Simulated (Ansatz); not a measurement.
`OB(Cl)[NH][GeH3]` + H₂ → `OBCl` + `[NH2][GeH3]` at 500 K and 1 bar (hydrogenolysis of a B–N bond).

Gas-phase electronic energies from Ansatz, PBE0-D4/def2-TZVP geometries. CBS: MP2 limit from def2 TZ/QZ plus the TZ coupled-cluster correction, frozen cores. This one scheme is used for every species. For Ge outer-core shells are correlated without core-valence functions, which leaves a few kJ/mol of doubt a bond. Scalar relativity is left out up to krypton. Each species was taken in one conformer, which may not be the lowest.

```json
{"species": "`OB(Cl)[NH][GeH3]`", "CCSD(T)/CBS energy (Eh)": "-2693.71572", "H − E (kJ/mol)": "208.0", "S (J/(mol·K))": "426.2"}
{"species": "H₂", "CCSD(T)/CBS energy (Eh)": "-1.17544", "H − E (kJ/mol)": "41.0", "S (J/(mol·K))": "145.5"}
{"species": "`OBCl`", "CCSD(T)/CBS energy (Eh)": "-561.03999", "H − E (kJ/mol)": "100.1", "S (J/(mol·K))": "295.7"}
{"species": "`[NH2][GeH3]`", "CCSD(T)/CBS energy (Eh)": "-2133.81884", "H − E (kJ/mol)": "158.0", "S (J/(mol·K))": "315.9"}
```

H − E and S are ideal-gas, rigid-rotor, harmonic terms from PBE0-D4/def2-TZVP, for one conformer and one mirror image of each species. For small species the MP2-based limit differs from directly extrapolated CCSD(T) by up to some mEh (0.8 for H₂); such offsets cancel only in part. 1 Eh = 2625.50 kJ/mol, R = 8.31446 J/(mol·K).

By hand: ΔE, ΔH, ΔS and ΔG.

ΔE = (-561.03999) + (-2133.81884) − (-2693.71572) − (-1.17544) = 0.03233 Eh = 84.9 kJ/mol. Δ(H − E) = 100.1 + 158.0 − 208.0 − 41.0 = 9.1, so ΔH = 94.0 kJ/mol. ΔS = 295.7 + 315.9 − 426.2 − 145.5 = 39.9 J/(mol·K). ΔG = 94.0 − 500 × (39.9)/1000 = 74.0 kJ/mol.

By hand: the equilibrium constant, and the temperature at which ΔG would vanish if ΔH and ΔS stayed fixed.

log₁₀ K = −ΔG/(RT ln 10) = -7.7. ΔG = 0 at ΔH/ΔS = 2356 K.

ΔH outweighs TΔS. A doubt of 5 kJ/mol in ΔE shifts log₁₀ K by 0.5 here. Other conformers and mirror images would add mixing entropy, several J/(mol·K) or more a flexible species. These are equilibria of isolated gas molecules and say nothing of rates. Largest T1 diagnostic: 0.012 (customary marks: 0.02 for closed shells, 0.045 for open ones).
